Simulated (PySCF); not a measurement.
These 5 structures share the formula C3H5F3Si. The calculation used PBE0-D3(BJ)/def2-SVP geometry optimisation, gas phase (PySCF 2.14.0). One conformer each; no zero-point energy, no entropy. No frequencies were run at this level. Point groups hold within 0.08 Å.

**Question.** Order them by energy at this level, lowest first, and give relative energies in kcal/mol.
A. `C=C([SiH3])C(F)(F)F`
B. `[F:1][CH:2]([F:3])[C@@:4]1([F:5])[CH2:6][SiH2:7]1` with F1–C2–C4–F5 67°
C. `FC(F)(F)[C@H]1C[SiH2]1`
D. `[F:1][CH2:2]/[C:3]([F:4])=[C:5](\[F:6])[SiH3:7]` with F1–C2–C3–F4 65°
E. `[CH2:1]=[CH:2][CH2:3][Si:4]([F:5])([F:6])[F:7]` with C1–C2–C3–Si4 -105°

**Answer.** E (0.0), A (116.3), C (117.5), B (139.4), D (143.0).

As drawn, the lowest has an Si–F bond, which the highest lacks. Neighbours under 2.5 kcal/mol apart (C=C([SiH3])C(F)(F)F and FC(F)(F)[C@H]1C[SiH2]1) can change places with a better method, another conformer or zero-point energy.

| SMILES | E (Eh) | E rel (kcal/mol) | dipole (D) | point group | A, B, C (MHz) |
| --- | --- | --- | --- | --- | --- |
| C=CC[Si](F)(F)F | -705.57382 | 0.0 | 2.39 | C1 | 3531, 1348, 1328 |
| C=C([SiH3])C(F)(F)F | -705.38848 | 116.3 | 2.15 | near Cs | 3186, 1661, 1370 |
| FC(F)(F)[C@H]1C[SiH2]1 | -705.38655 | 117.5 | 2.55 | C1 | 3919, 1537, 1417 |
| FC(F)[C@@]1(F)C[SiH2]1 | -705.35171 | 139.4 | 1.83 | C1 | 2910, 1841, 1520 |
| FC/C(F)=C(\F)[SiH3] | -705.34594 | 143.0 | 1.58 | C1 | 3687, 1257, 1002 |

**Question.** How do the relative energies change in single points at PBE0/6-31G (no added dispersion term) on the same geometries?

**Answer.** 
```tsv
SMILES	PBE0-D3(BJ)/def2-SVP (kcal/mol)	PBE0/6-31G (kcal/mol)	shift
C=CC[Si](F)(F)F	0.0	0.0	0.0
C=C([SiH3])C(F)(F)F	116.3	105.5	-10.8
FC(F)(F)[C@H]1C[SiH2]1	117.5	107.3	-10.2
FC(F)[C@@]1(F)C[SiH2]1	139.4	124.8	-14.6
FC/C(F)=C(\F)[SiH3]	143.0	126.7	-16.3
```

Each column counts from its own lowest isomer. The order is unchanged; the largest shift is 16.3 kcal/mol.
